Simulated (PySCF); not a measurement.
Continuum solvent and chemical shifts

Cartesian coordinates in Å; atom numbers follow the order of the lines, from 1:
```xyz
16

C     2.5593    0.5468    0.7437
O     1.6694   -0.5249    0.6033
C     0.3580   -0.2636    0.4506
C    -0.4902   -1.3734    0.3153
C    -1.8555   -1.1845    0.1551
C    -2.4106    0.0974    0.1250
C    -1.5516    1.1766    0.2600
F    -2.0460    2.4143    0.2357
C    -0.1772    1.0282    0.4222
H     2.5538    1.2039   -0.1439
H     2.3311    1.1551    1.6367
H     3.5603    0.1123    0.8569
H    -0.0473   -2.3699    0.3406
H    -2.5087   -2.0539    0.0508
H    -3.4805    0.2673    0.0001
H     0.4334    1.9245    0.5214
```

GIAO PBE0/pcSseg-1 in PySCF 2.14.0 with density-fitted response routines on one PBE0-D3(BJ)/def2-SVP conformer, non-relativistic, equivalent nuclei averaged. Solvents enter as an IEF-PCM continuum (chloroform with ε = 4.7, dichloromethane with ε = 8.9) around the gas-phase geometry. Shifts are referred to TMS, CFCl3 computed in the same medium.

Gas phase, δ in ppm: C7 171.7, C3 166.1, C5 135.8, C4 117.3, C6 110.9, C9 100.3, C1 54.0, F8 -109.4, H14 7.31, H13 6.82, H15 6.69, H16 6.32, H10/H11/H12 3.65. Dipole moment 1.46 D.

Question: How does each δ change in the continuum?

Answer: 
```json
{"atoms": "C7", "environment": "aromatic carbon bearing fluorine", "Δδ, chloroform": "+0.6", "Δδ, dichloromethane": "+0.7"}
{"atoms": "C3", "environment": "aromatic carbon bearing oxygen", "Δδ, chloroform": "+1.1", "Δδ, dichloromethane": "+1.4"}
{"atoms": "C5", "environment": "aromatic CH", "Δδ, chloroform": "+1.1", "Δδ, dichloromethane": "+1.3"}
{"atoms": "C4", "environment": "aromatic CH", "Δδ, chloroform": "+0.8", "Δδ, dichloromethane": "+0.9"}
{"atoms": "C6", "environment": "aromatic CH", "Δδ, chloroform": "+0.5", "Δδ, dichloromethane": "+0.7"}
{"atoms": "C9", "environment": "aromatic CH", "Δδ, chloroform": "+1.5", "Δδ, dichloromethane": "+1.9"}
{"atoms": "C1", "environment": "methyl carbon bonded to O", "Δδ, chloroform": "+1.0", "Δδ, dichloromethane": "+1.3"}
{"atoms": "F8", "environment": "aryl fluorine", "Δδ, chloroform": "-2.6", "Δδ, dichloromethane": "-2.8"}
{"atoms": "H14", "environment": "hydrogen on an aromatic CH", "Δδ, chloroform": "+0.18", "Δδ, dichloromethane": "+0.22"}
{"atoms": "H13", "environment": "hydrogen on an aromatic CH", "Δδ, chloroform": "+0.11", "Δδ, dichloromethane": "+0.13"}
{"atoms": "H15", "environment": "hydrogen on an aromatic CH", "Δδ, chloroform": "+0.15", "Δδ, dichloromethane": "+0.18"}
{"atoms": "H16", "environment": "hydrogen on an aromatic CH", "Δδ, chloroform": "+0.27", "Δδ, dichloromethane": "+0.34"}
{"atoms": "H10/H11/H12", "environment": "hydrogen on a methyl carbon bonded to O", "Δδ, chloroform": "+0.13", "Δδ, dichloromethane": "+0.16"}
```

Changes are relative to the gas phase. The dipole moment becomes 1.67 D in chloroform, 1.69 D in dichloromethane.

Question: Which nuclei move most (in ppm), and what does the model miss?

Answer: F8 (aryl fluorine, -2.8 ppm) in dichloromethane. A continuum only polarises the solute; specific hydrogen bonds, the anisotropy of aromatic solvents and changes of geometry or conformer are outside it.
